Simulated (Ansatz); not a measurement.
The same bond dissociation along the group F, Cl, Br, I.

Program: Ansatz. Geometries: PBE0-D4/def2-TZVP. ΔE: electronic, gas phase. CCSD(T)/CBS adds triple-zeta CCSD(T) − MP2 to the extrapolated MP2 energy (def2 sets, frozen cores). This one scheme is used for every species, atoms too. Functionals use def2-TZVPP. B3LYP here is the variant with VWN-RPA as its local correlation; programs differ in this. Open shells (•) are unrestricted, without spin–orbit coupling. Elements past krypton have def2 core potentials. Bonds to Br, Ge, I are less sure, by a few kJ/mol each and by 10 to 20 or more in all where they break to atoms, as the def2 sets lack core-valence functions. Scalar relativity is left out up to krypton.

| reaction | B3LYP-D4 (kJ/mol) | PBE-D4 (kJ/mol) | r2SCAN-D4 (kJ/mol) | CCSD(T)/CBS(def2) (kJ/mol) |
| --- | --- | --- | --- | --- |
| `[F][GeH3]` → `[F][GeH2]`• + H• | 370 | 355 | 363 | 387 |
| `[Cl][GeH3]` → `[Cl][GeH2]`• + H• | 362 | 349 | 356 | 379 |
| `[GeH3][Br]` → `[GeH2][Br]`• + H• | 359 | 346 | 353 | 376 |
| `[GeH3][I]` → `[GeH2][I]`• + H• | 354 | 341 | 348 | 371 |

Largest T1 diagnostic: 0.014, for `[F][GeH2]`•.
